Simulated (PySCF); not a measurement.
F3Y. Atoms are numbered in the order given.

```xyz
4

Y      0.0000     0.0000     0.0000
F      2.0095     0.0000     0.0000
F     -1.0047    -1.7403     0.0000
F     -1.0047     1.7403     0.0000
```

Geometry optimised at B3LYP-D3(BJ)/def2-TZVP. The isomer is the one that the SMILES or the coordinates give; other isomers of the formula were not compared. The def2 effective core potentials stand for the cores of Y; spin–orbit coupling is left out.

All values below come from PySCF with PBE/def2-TZVPD.

Mulliken values depend strongly on the basis, most of all with diffuse functions as here. ESP charges are fitted to the potential on shells at 1.4 to 2.0 van der Waals radii. Atomic charges (e):

| atom | ESP fit | Mulliken |
|---|---|---|
| Y1 | ___ | 1.83 |
| F2 | ___ | -0.61 |
| F3 | ___ | -0.61 |
| F4 | ___ | -0.61 |

**Question.** Complete the blanks. (Estimate from the structure and the level; the computed values follow.)

**Answer.** 
- Y1, ESP fit: 1.72
- F2, ESP fit: -0.57
- F3, ESP fit: -0.57
- F4, ESP fit: -0.57
